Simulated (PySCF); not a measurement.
A calculated (MN15, PySCF 2.14, aug-cc-pVDZ, the non-relativistic Hamiltonian (point nucleus)) atom or ion has these occupied shells.

```tsv
shell	electrons	orbital energy (eV)	rms radius, mean of both spins (bohr)
1s α	1	-123.21	0.489
1s β	1	-122.77	0.489
2s α	1	-15.140	2.52
```

(1) Name the element and its charge.

Answers

(1) Be⁺ (beryllium, charge +1), in [He] 2s1, 2S determinant.
